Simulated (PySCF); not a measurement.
This PySCF input asks for the NMR shieldings of SMILES C=CC1=C(OC)PCC1, C$_{7}$H$_{11}$OP; the geometry comes from GFN2-xTB.

```python
import basis_set_exchange as bse
import numpy as np
from pyscf import gto, dft
from pyscf.prop import nmr

atoms = """
C    -2.640393    0.797241   -1.392781
C    -1.434434    1.033123   -0.881132
C    -0.588030    0.057264   -0.241048
C     0.682096    0.325701    0.139785
O     1.260062    1.538594   -0.046433
C     2.548867    1.705232    0.486701
P     1.545409   -1.099045    0.922013
C    -0.100299   -1.939448    1.086411
C    -1.025505   -1.360507    0.013197
H    -3.096798   -0.177488   -1.371636
H    -3.211634    1.579156   -1.862198
H    -1.007303    2.025395   -0.937152
H     2.869494    2.707097    0.204644
H     3.248040    0.967096    0.075659
H     2.540809    1.615519    1.578915
H     1.884929   -1.702574   -0.307865
H    -0.481095   -1.700748    2.085117
H     0.006220   -3.023364    1.022552
H    -2.066557   -1.400927    0.336531
H    -0.939027   -1.936638   -0.914314
"""
names = dict.fromkeys(["C", "O", "P", "H"], "pcSseg-1")
basis = {el: gto.basis.parse(bse.get_basis(n, elements=[el], fmt="nwchem")) for el, n in names.items()}
mol = gto.M(atom=atoms, basis=basis, charge=0, verbose=0)
mf = dft.RKS(mol, xc="PBE0")
mf.grids.level = 2
mf.grids.alignment = dft.numint.BLKSIZE   # the property module wants whole blocks of grid points
mf.conv_tol = 1e-9
mf.kernel()

calc = nmr.RKS(mf)   # GIAO
C = mf.mo_coeff
Co = C[:, mf.mo_occ > 0]
resp = mf.gen_response(singlet=True, hermi=2)
def vind(x):   # induced exchange potential for any number of trial vectors
    d = np.einsum("pi,xij,qj->xpq", C, 2 * x.reshape(-1, C.shape[1], Co.shape[1]), Co, optimize=True)
    return np.einsum("xpq,pi,qj->xij", resp(d - d.transpose(0, 2, 1)), C, Co, optimize=True).ravel()
mo1, _ = nmr.rhf.solve_mo1(calc, with_cphf=vind)
sigma = calc.kernel(mo1)
for i, s in enumerate(sigma):   # ppm
    print("%2d %-2s %9.2f" % (i, mol.atom_pure_symbol(i), np.trace(s) / 3))
```

Q: What are the results?

A: 
```
 0 C      71.78
 1 C      50.19
 2 C      55.35
 3 C      21.01
 4 O     229.12
 5 C     123.91
 6 P     409.76
 7 C     163.13
 8 C     149.58
 9 H      26.67
10 H      26.51
11 H      24.57
12 H      27.66
13 H      27.87
14 H      27.52
15 H      27.34
16 H      29.77
17 H      29.86
18 H      28.93
19 H      29.04
```

These numbers come from an equivalent density-fitted implementation of the same equations, which agrees with the script to about 0.01 ppm for H and up to a few tenths of a ppm for heavy atoms, so last digits may differ.

Size and cost of the density-fitted run: 215 basis functions, 43 s wall time on 1 thread of an Arm Neoverse V1, shared host; peak memory 1 GiB.
